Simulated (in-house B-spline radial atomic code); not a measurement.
Values are calculated unless marked as measured or tabulated.
# Making a Troullier-Martins p channel for P, r_c = 1.59 bohr

P, [Ne] 3s2 3p3, non-relativistic PBE, spherical and spin-unpolarised, from a B-spline radial code for spherical atoms (atomic units). The all-electron 3p level is ε = -0.202766 hartree, its outermost node lies just inside 0.65 bohr and its outer maximum at 1.83 bohr.

Inside r_c the pseudo-orbital is u(r) = r^2 exp(p(r)), with p = c0 + c2 r² + c4 r⁴ + … + c12 r¹². The seven coefficients follow from p and its first four derivatives at r_c, from zero curvature of the screened potential at the origin, c4 = −c2²/(2l + 5), and from the norm inside r_c. At r_c the all-electron orbital has P = 0.6609021, P' = 0.1724504, the screened potential V = -1.236587, V' = 1.566211, V'' = -2.493945, and the norm inside is Q = 0.2284029.

(1) What are p, p' and p'' at r_c?

For a trial c2 the five matching conditions are linear in c0, c6, c8, c10 and c12, and c2 is varied until the norm inside r_c equals Q. The root nearest zero gives:

| n | c_n |
| --- | --- |
| 0 | -0.5875362 |
| 2 | -0.3010839 |
| 4 | -0.01295022 |
| 6 | 0.045602 |
| 8 | -0.03494307 |
| 10 | 0.01016042 |
| 12 | -0.001029803 |

(2) Check c4 and p(r_c), and find the screened pseudopotential at the origin.

Orbitals and screened potentials:

| r (bohr) | P | u | V all-electron | V pseudo |
| --- | --- | --- | --- | --- |
| 0.159 | -0.2188 | 0.01394 | -62.06 | -1.707 |
| 0.398 | -0.2533 | 0.08391 | -15.68 | -1.683 |
| 0.636 | -0.006081 | 0.199 | -6.959 | -1.594 |
| 0.875 | 0.2605 | 0.339 | -3.856 | -1.486 |
| 1.113 | 0.4623 | 0.4791 | -2.368 | -1.477 |
| 1.352 | 0.5933 | 0.5941 | -1.693 | -1.497 |
| 1.59 | 0.6609 | 0.6609 | -1.237 | -1.237 |

Logarithmic derivatives P'/P at R = 1.89 bohr, for energies E around ε:

```csv
E − ε (hartree),all-electron,pseudo
-0.5,0.603282,0.600858
-0.25,0.31128,0.310488
-0.1,0.107725,0.107596
0,-0.0432884,-0.0432556
0.1,-0.209276,-0.209453
0.25,-0.493296,-0.494952
0.5,-1.10078,-1.11159
```

(3) With P(R) = 0.6798655 and a norm of 0.3652714 inside R, what slope in energy does norm conservation fix?

Answers

(1) p = ln(P/r_c^2) = ln(0.6609021/2.5281) = -1.34162. p' = P'/P − 2/r_c = 0.26093 − 1.25786 = -0.99693. The radial equation gives p'' = 2(V − ε) − 2(2) p'/r_c − p'² = -2.06764 − (-2.50800) − 0.99387 = -0.55351. Differentiating, p''' = 2V' + 2(2)p'/r_c² − 2(2)p''/r_c − 2p'p'' = 1.8439, and p'''' = 2V'' − 4(2)p'/r_c³ + 4(2)p''/r_c² − 2(2)p'''/r_c − 2p''² − 2p'p''' = -6.3304.

(2) −c2²/7 = -0.0129502, as listed. The terms c_n r_c^n are -0.58754, -0.76117, -0.08277, 0.73683, -1.42738, 1.04926, -0.26886, which sum to -1.34162. Inverting the radial equation, V_l(r) = ε + 2 p'/r + (p'' + p'²)/2, so V_l(0) = ε + (2l + 3) c2 = -0.202766 + 5 × (-0.301084) = -1.7082 hartree, finite where the all-electron potential diverges.

(3) d(P'/P)/dE = −2 × (norm inside R)/P(R)² = -1.5805 per hartree·bohr at E = ε, for both atoms, since orbital and norm agree at R. Differences over ±0.1 hartree give -1.5850 (all-electron) and -1.5852 (pseudo), which also hold third-order terms. Half a hartree below ε the two curves differ by -0.0024.
